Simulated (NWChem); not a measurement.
System: K, doublet

NWChem input:

```
start job
memory heap 200 mb stack 900 mb global 1100 mb
geometry units angstroms noautoz
  K      0.000000     0.000000     0.000000
end
basis spherical
  * library 6-311g**
end
dft
  odft
  mult 2
  xc b3lyp
  iterations 150
  mulliken
end
task dft energy
```

Excerpt of the output:

```
             Northwest Computational Chemistry Package (NWChem) 7.3.0
             --------------------------------------------------------

                             Geometry "geometry" -> ""
                             -------------------------

 Output coordinates in angstroms (scale by  1.889725989 to convert to a.u.)

  No.       Tag          Charge          X              Y              Z
 ---- ---------------- ---------- -------------- -------------- --------------
    1 K                   19.0000     0.00000000     0.00000000     0.00000000

 Effective nuclear repulsion energy (a.u.)       0.0000000000

                                 NWChem DFT Module
                                 -----------------

 Summary of "ao basis" -> "ao basis" (spherical)
 ------------------------------------------------------------------------------
       Tag                 Description            Shells   Functions and Types
 ---------------- ------------------------------  ------  ---------------------
 K                          6-311g**                17       39   8s7p2d

            General Information
            -------------------
          SCF calculation type: DFT
          Wavefunction type:  spin polarized.
          No. of atoms     :     1
          No. of electrons :    19
           Alpha electrons :    10
            Beta electrons :     9
          Charge           :     0
          Spin multiplicity:     2
          Use of symmetry is: off; symmetry adaption is: off
          Maximum number of iterations: 150
          AO basis - number of functions:    39
                     number of shells:    17
          Convergence on energy requested:  1.00D-06
          Convergence on density requested:  1.00D-05
          Convergence on gradient requested:  5.00D-04

              XC Information
              --------------
                         B3LYP Method XC Potential
                     Hartree-Fock (Exact) Exchange  0.200
                        Slater Exchange Functional  0.800 local
                    Becke 1988 Exchange Functional  0.720 non-local
              Lee-Yang-Parr Correlation Functional  0.810
                  VWN I RPA Correlation Functional  0.190 local

             Grid Information
             ----------------
          Grid used for XC integration:  medium
          Radial quadrature: Mura-Knowles
          Angular quadrature: Lebedev.
          Tag              B.-S. Rad. Rad. Pts. Rad. Cut. Ang. Pts.
          ---              ---------- --------- --------- ---------
          K                   2.20      112          13.0       590
          Grid pruning is: on
          Number of quadrature shells:   112
          Spatial weights used:  Erf1

      Superposition of Atomic Density Guess
      -------------------------------------

 Sum of atomic energies:        -599.14892331

      Non-variational initial energy
      ------------------------------

 Total energy =    -599.105832
 1-e energy   =    -823.777744
 2-e energy   =     224.671912
 HOMO         =      -0.062826
 LUMO         =       0.024880

     ---------------------------------------------
      Total Density - Mulliken Population Analysis
     ---------------------------------------------

    Atom       Charge   Shell Charges
 -----------   ------   -------------------------------------------------------
    1 K   19    19.00   0.71  1.26  1.00  0.98  0.93  1.11  0.33  0.69  0.30  5.56  1.19  3.14  1.77  0.04 -0.00  0.00  0.00

     --------------------------------------------
      Spin Density - Mulliken Population Analysis
     --------------------------------------------

    Atom       Charge   Shell Charges
 -----------   ------   -------------------------------------------------------
    1 K   19     1.00   0.00 -0.00  0.00 -0.00  0.01 -0.01  0.31  0.70  0.00  0.00  0.00  0.00  0.00  0.00  0.00  0.00  0.00

   convergence    iter        energy       DeltaE   RMS-Dens  Diis-err
 ---------------- ----- ----------------- --------- --------- ---------
 d= 0,ls=0.0,diis     1   -599.9144530288 -6.00D+02  1.81D-02  2.86D-01
                                                     1.26D-03  2.85D-01
 d= 0,ls=0.0,diis     2   -599.9257786744 -1.13D-02  3.13D-03  5.26D-04
                                                     5.58D-04  4.88D-04
 d= 0,ls=0.0,diis     3   -599.9260263556 -2.48D-04  6.60D-04  2.55D-04
                                                     1.86D-04  2.51D-04
 d= 0,ls=0.0,diis     4   -599.9260948154 -6.85D-05  2.97D-04  1.40D-06
                                                     1.10D-05  1.16D-06
 d= 0,ls=0.0,diis     5   -599.9260957762 -9.61D-07  1.02D-04  3.33D-08
                                                     1.90D-06  4.96D-09
 d= 0,ls=0.0,diis     6   -599.9260958512 -7.50D-08  7.31D-06  1.33D-10
                                                     1.15D-07  1.98D-11

         Total DFT energy =     -599.926095851237
      One electron energy =     -824.103265111822
           Coulomb energy =      257.616917596806
    Exchange-Corr. energy =      -33.439748336220
 Nuclear repulsion energy =        0.000000000000

 Numeric. integr. density =       18.999999999919

                    DFT Final Alpha Molecular Orbital Analysis
                    ------------------------------------------

 Vector    8  Occ=1.000000D+00  E=-7.492946D-01
              MO Center=  4.6D-15, -1.4D-14,  1.5D-14, r^2= 6.9D-01
   Bfn.  Coefficient  Atom+Function         Bfn.  Coefficient  Atom+Function
  ----- ------------  ---------------      ----- ------------  ---------------
    19      0.422534  1 K  py                20     -0.300049  1 K  pz
    22      0.278424  1 K  py                13     -0.249382  1 K  py
    16      0.206009  1 K  py                23     -0.197714  1 K  pz
    14      0.177091  1 K  pz                17     -0.146291  1 K  pz
    18     -0.145656  1 K  px                21     -0.095978  1 K  px

 Vector    9  Occ=1.000000D+00  E=-7.492946D-01
              MO Center= -3.0D-15,  9.9D-15, -4.2D-15, r^2= 6.9D-01
   Bfn.  Coefficient  Atom+Function         Bfn.  Coefficient  Atom+Function
  ----- ------------  ---------------      ----- ------------  ---------------
    18      0.509087  1 K  px                21      0.335457  1 K  px
    12     -0.300466  1 K  px                15      0.248208  1 K  px
    19      0.174959  1 K  py                22      0.115287  1 K  py
    13     -0.103262  1 K  py                16      0.085302  1 K  py
     9     -0.029896  1 K  px                24      0.030027  1 K  px

 Vector   10  Occ=1.000000D+00  E=-1.066496D-01
              MO Center= -5.9D-14,  2.2D-13, -1.4D-13, r^2= 7.7D+00
   Bfn.  Coefficient  Atom+Function         Bfn.  Coefficient  Atom+Function
  ----- ------------  ---------------      ----- ------------  ---------------
     7      0.857031  1 K  s                  6     -0.302737  1 K  s
     8      0.246882  1 K  s                  5     -0.190451  1 K  s
     4      0.109418  1 K  s                  3      0.064012  1 K  s
     2     -0.028365  1 K  s

 Vector   11  Occ=0.000000D+00  E=-2.347832D-02
              MO Center= -1.0D-15, -3.3D-16, -6.5D-15, r^2= 1.6D+01
   Bfn.  Coefficient  Atom+Function         Bfn.  Coefficient  Atom+Function
  ----- ------------  ---------------      ----- ------------  ---------------
    29      0.571764  1 K  pz                26      0.351625  1 K  pz
    28      0.332937  1 K  py                25      0.204750  1 K  py
    27     -0.116601  1 K  px                20     -0.096325  1 K  pz
    24     -0.071707  1 K  px                19     -0.056090  1 K  py
    23     -0.048932  1 K  pz                14      0.044625  1 K  pz

 Vector   12  Occ=0.000000D+00  E=-2.347832D-02
              MO Center=  1.6D-13, -3.1D-13,  2.6D-13, r^2= 1.6D+01
   Bfn.  Coefficient  Atom+Function         Bfn.  Coefficient  Atom+Function
  ----- ------------  ---------------      ----- ------------  ---------------
    28      0.539338  1 K  py                29     -0.352764  1 K  pz
    25      0.331683  1 K  py                26     -0.216944  1 K  pz
    27     -0.189812  1 K  px                24     -0.116731  1 K  px
    19     -0.090862  1 K  py                20      0.059430  1 K  pz
    22     -0.046157  1 K  py                13      0.042094  1 K  py

 Vector   13  Occ=0.000000D+00  E=-2.347832D-02
              MO Center= -3.1D-14, -1.0D-14, -2.2D-15, r^2= 1.6D+01
   Bfn.  Coefficient  Atom+Function         Bfn.  Coefficient  Atom+Function
  ----- ------------  ---------------      ----- ------------  ---------------
    27      0.633824  1 K  px                24      0.389790  1 K  px
    28      0.222765  1 K  py                25      0.136996  1 K  py
    18     -0.106780  1 K  px                21     -0.054243  1 K  px
    12      0.049469  1 K  px                15     -0.044757  1 K  px
    19     -0.037529  1 K  py

                     DFT Final Beta Molecular Orbital Analysis
                     -----------------------------------------

 Vector    7  Occ=1.000000D+00  E=-7.473101D-01
              MO Center=  2.3D-15, -3.7D-15,  1.6D-14, r^2= 6.9D-01
   Bfn.  Coefficient  Atom+Function         Bfn.  Coefficient  Atom+Function
  ----- ------------  ---------------      ----- ------------  ---------------
    20      0.457305  1 K  pz                23      0.299660  1 K  pz
    14     -0.269123  1 K  pz                19     -0.267369  1 K  py
    17      0.221912  1 K  pz                22     -0.175200  1 K  py
    13      0.157346  1 K  py                16     -0.129744  1 K  py
    18      0.105419  1 K  px                21      0.069078  1 K  px

 Vector    8  Occ=1.000000D+00  E=-7.473101D-01
              MO Center= -1.9D-15, -4.2D-16, -1.1D-14, r^2= 6.9D-01
   Bfn.  Coefficient  Atom+Function         Bfn.  Coefficient  Atom+Function
  ----- ------------  ---------------      ----- ------------  ---------------
    19      0.427358  1 K  py                20      0.287387  1 K  pz
    22      0.280037  1 K  py                13     -0.251500  1 K  py
    16      0.207380  1 K  py                23      0.188317  1 K  pz
    14     -0.169127  1 K  pz                18     -0.162791  1 K  px
    17      0.139458  1 K  pz                21     -0.106673  1 K  px

 Vector    9  Occ=1.000000D+00  E=-7.473101D-01
              MO Center= -5.0D-15,  8.0D-15, -6.4D-15, r^2= 6.9D-01
   Bfn.  Coefficient  Atom+Function         Bfn.  Coefficient  Atom+Function
  ----- ------------  ---------------      ----- ------------  ---------------
    18      0.504096  1 K  px                21      0.330321  1 K  px
    12     -0.296660  1 K  px                15      0.244618  1 K  px
    19      0.193923  1 K  py                22      0.127073  1 K  py
    13     -0.114123  1 K  py                16      0.094103  1 K  py
     9     -0.029525  1 K  px                24      0.026843  1 K  px

 Vector   10  Occ=0.000000D+00  E=-5.839161D-02
              MO Center= -1.2D-13,  1.6D-13, -1.2D-13, r^2= 8.2D+00
   Bfn.  Coefficient  Atom+Function         Bfn.  Coefficient  Atom+Function
  ----- ------------  ---------------      ----- ------------  ---------------
     7      0.752755  1 K  s                  8      0.348188  1 K  s
     6     -0.286298  1 K  s                  5     -0.188564  1 K  s
     4      0.107206  1 K  s                  3      0.061950  1 K  s
     2     -0.027555  1 K  s

 Vector   11  Occ=0.000000D+00  E=-5.428637D-03
              MO Center=  1.5D-14,  9.7D-15,  1.7D-14, r^2= 1.7D+01
   Bfn.  Coefficient  Atom+Function         Bfn.  Coefficient  Atom+Function
  ----- ------------  ---------------      ----- ------------  ---------------
    27      0.721053  1 K  px                28      0.280402  1 K  py
    24      0.273369  1 K  px                25      0.106307  1 K  py
    18     -0.101542  1 K  px                12      0.043797  1 K  px
    19     -0.039487  1 K  py                15     -0.038164  1 K  px
    21     -0.033885  1 K  px

 Vector   12  Occ=0.000000D+00  E=-5.428637D-03
              MO Center=  8.9D-14, -2.2D-13,  1.6D-13, r^2= 1.7D+01
   Bfn.  Coefficient  Atom+Function         Bfn.  Coefficient  Atom+Function
  ----- ------------  ---------------      ----- ------------  ---------------
    28      0.596387  1 K  py                29     -0.435074  1 K  pz
    27     -0.231465  1 K  px                25      0.226105  1 K  py
    26     -0.164947  1 K  pz                24     -0.087754  1 K  px
    19     -0.083986  1 K  py                20      0.061269  1 K  pz
    13      0.036225  1 K  py                18      0.032596  1 K  px

     ---------------------------------------------
      Total Density - Mulliken Population Analysis
     ---------------------------------------------

    Atom       Charge   Shell Charges
 -----------   ------   -------------------------------------------------------
    1 K   19    19.00   0.71  1.26  0.98  1.00  0.95  1.08  0.80  0.22  0.30  5.54  1.28  3.03  1.80  0.05 -0.01  0.00  0.00

     --------------------------------------------
      Spin Density - Mulliken Population Analysis
     --------------------------------------------

    Atom       Charge   Shell Charges
 -----------   ------   -------------------------------------------------------
    1 K   19     1.00   0.00 -0.00  0.00 -0.00  0.02 -0.02  0.78  0.23 -0.00 -0.00  0.00 -0.01  0.00  0.00 -0.00  0.00  0.00

     -------------------------------------------
      Total Density - Lowdin Population Analysis
     -------------------------------------------

    Atom       Charge   Shell Charges
 -----------   ------   -------------------------------------------------------
    1 K   19    19.00   0.83  1.16  1.00  0.98  0.88  1.12  0.63  0.42  0.55  5.07  1.60  2.75  1.92  0.10  0.00  0.00  0.00

     ------------------------------------------
      Spin Density - Lowdin Population Analysis
     ------------------------------------------

    Atom       Charge   Shell Charges
 -----------   ------   -------------------------------------------------------
    1 K   19     1.00   0.00  0.00  0.00  0.00  0.03  0.01  0.55  0.40 -0.00 -0.00 -0.00 -0.00  0.00  0.00  0.00  0.00  0.00

   alpha - beta orbital overlaps
   -----------------------------

   alpha      1      2      3      4      5      6      7      8      9     10
    beta      1      2      3      4      5      6      8      7      9     10
 overlap   1.000  1.000  0.999  0.998  0.999  1.000  0.913  0.913  0.999  0.999

   alpha     11     12     13     14     15     16     17     18     19     20
    beta     13     12     11     14     17     16     15     22     20     21
 overlap   0.996  0.996  0.996  0.999  0.997  0.996  0.996  1.000  0.872  0.872

   alpha     21     22     23     24     25     26     27     28     29     30
    beta     18     19     23     24     25     30     28     29     27     26
 overlap   0.769  0.769  0.999  0.999  1.000  1.000  0.980  0.980  0.731  0.731

   alpha     31     32     33     34     35     36     37     38     39
    beta     31     32     33     34     35     36     38     37     39
 overlap   1.000  0.999  0.999  1.000  1.000  0.938  0.936  0.916  1.000

     --------------------------
     Expectation value of S2:
     --------------------------
      <S2> =      0.7500 (Exact =     0.7500)
```

Level: B3LYP/6-311G** (spherical d), spin-unrestricted. No stability test was run on the SCF state.
